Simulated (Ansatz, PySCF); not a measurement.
Here is a job for PySCF.
```python
from pyscf import gto, scf, dft

mol = gto.M(
    atom='''
K    -1.058900   -0.752200   -0.902200
I     1.058900    0.752200    0.902200
''',
    basis='def2-svpd',
    ecp={'I': 'def2-svpd'},
    charge=0,
    spin=2,
    verbose=4,
)

mf = dft.UKS(mol)
mf.xc = 'revpbe'
mf.grids.atom_grid = (99, 590)
mf.grids.prune = None
mf.kernel()
```

Problem. Convert this to an input for Ansatz (a first-principles code).

Solution. One answer among several that fit: 
Ansatz 0.2 input:
```yaml
crystal:
  periodic: [false, false, false]
  atoms:
    - {symbol: K, position_ang: [-1.05890000, -0.75220000, -0.90220000]}
    - {symbol: I, position_ang: [1.05890000, 0.75220000, 0.90220000]}
basis:
  gaussian:
    orbitals: def2-SVPD
hamiltonian:
  xc: revpbe
magnetization: {spin_polarized: true, initial_magnetization: 2}
accuracy: high
```

Both were run: PySCF gave -897.433941 Eh and Ansatz -897.433935 Eh, 0.006 mEh apart.
